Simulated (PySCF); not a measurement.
Si3H6ClO2F

Si3H6ClO2F is a molecule drawn to mimic a surface site (built as: Si site whose three back bonds go to OSiH3, OSiH3, F; end group Cl), neutral, singlet. The structure, one conformer, was relaxed in the gas phase by PBE0-D3(BJ)/def2-SVP. No frequency run checks that it is a minimum.

SMILES: F[Si](Cl)(O[SiH3])O[SiH3]

Coordinates in Å:
```
Si1    -0.275    1.568    0.147
O2      1.198    0.941   -0.099
Si3     2.201   -0.293   -0.588
O4     -1.411    0.429    0.321
Si5    -1.950   -1.141    0.414
F6     -0.665    2.480   -1.114
Cl7    -0.238    2.767    1.788
H8      3.548   -0.058   -0.004
H9      2.278   -0.315   -2.076
H10     1.651   -1.593   -0.099
H11    -3.436   -1.128    0.348
H12    -1.496   -1.747    1.699
H13    -1.394   -1.925   -0.728
```

Shieldings: GIAO PBE0/pcSseg-1. Shifts are against computed references at the same level: H TMS (σ 31.27 ppm), Si TMS (σ 352.0 ppm). Core levels by delta-SCF with SCAN, pcX-2 on the ionised atom and pcseg-1 elsewhere, spin-free X2C (2p3/2 is the spin-free 2p value less a third of a first-order spin-orbit splitting); from the vacuum level, for chosen atoms.

Q: Give the shieldings and core levels atom by atom.

A: 
```
      atoms         bonded to  σ (ppm)  δ (ppm)  core level (eV)
        Si1  1 Cl + 1 F + 2 O    428.6    -76.6     2p3/2 109.68
         O2              2 Si    282.5        -        1s 538.67
        Si3         1 O + 3 H    387.7    -35.7                -
         O4              2 Si    283.3        -        1s 538.67
        Si5         1 O + 3 H    387.5    -35.5                -
         F6              1 Si    300.5        -        1s 692.77
        Cl7              1 Si    907.9        -     2p3/2 206.45
  H8 H9 H10              1 Si    26.14     5.13                -
H11 H12 H13              1 Si    26.16     5.11                -
```

Values are those of this one static structure, with the three H of a rotating XH3 group averaged; atoms that internal rotation interchanges would show their mean in an NMR spectrum.

Q: By CAM-B3LYP/def2-SVPD (TDDFT singlets, Tamm-Dancoff triplets, ionisation by delta-SCF), where does absorption start, and what does vertical ionisation take?

A: The lowest singlet lies at 7.65 eV (f 0.010), the strongest of the first 6 at 8.52 eV (f 0.039), the lowest triplet at 7.27 eV; vertical ionisation takes 11.33 eV.
